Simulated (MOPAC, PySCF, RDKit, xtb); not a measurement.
Complex: CH4 (SMILES C) (first 5 atoms) with C3H8 (SMILES CCC); geometry from B3LYP-D3(BJ)/def2-TZVP.
(charge 0, multiplicity 1):
```xyz
16

C      0.018     0.159     0.175
H      0.112     0.267    -0.905
H     -0.896    -0.386     0.406
H      0.875    -0.389     0.563
H     -0.022     1.144     0.637
C      0.418    -1.295     3.828
C      0.488     0.224     3.960
C     -0.890     0.880     3.949
H      1.413    -1.745     3.835
H     -0.152    -1.734     4.651
H     -0.073    -1.585     2.896
H      1.091     0.632     3.145
H      1.008     0.486     4.886
H     -0.819     1.966     4.042
H     -1.421     0.659     3.020
H     -1.505     0.514     4.775
```

Counterpoise-corrected where a basis set is named; no monomer relaxation. Rows marked so take none. RDKit's UFF carries no charges.

Rows in STO-3G carry no dispersion term and start afresh at each structure. The state that AM1 reach isn't checked.

Programs: MOPAC for AM1 (differences of heats of formation); PySCF for STO-3G rows; RDKit for the force fields; xtb for the GFN methods. 

Question: One of these levels gives 0.04 kcal/mol for the interaction energy. Name it.
(A) GFN1-xTB
(B) UFF
(C) AM1
(D) HF/STO-3G (no counterpoise)

Answer: C, AM1. The others give -1.58 (UFF), -0.71 (GFN1-xTB), 0.54 (HF/STO-3G (no counterpoise))
